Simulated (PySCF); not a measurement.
## Working out the excitation energy of Cl²⁺

Cl²⁺ [Ne] 3s2 3p3 (4S) → Cl²⁺ [Ne] 3s1 3p3 4s1 (6S). Computed with PySCF 2.14 in aug-cc-pwCVDZ, with no relativity, point nucleus. Frozen: 1s2. Energies in hartree (1 hartree = 27.21139 eV):

```tsv
part	Cl²⁺ (lower)	Cl²⁺ (upper)
UHF	-458.210800	-457.178909
CCSD correlation	-0.242036	-0.179027
(T)	-0.002251	-0.000876
```

Task: What does Hartree-Fock give?

Result: (-457.178909) − (-458.210800) = 1.031891 hartree = 28.079 eV.

Task: What do CCSD and CCSD(T) give?

Result: The CCSD correlation energies differ by 0.063009 hartree = 1.715 eV and the triples by 0.001375 hartree = 0.037 eV, so CCSD gives 29.794 eV and CCSD(T) 29.831 eV.

A double-zeta basis recovers only part of the correlation energy.
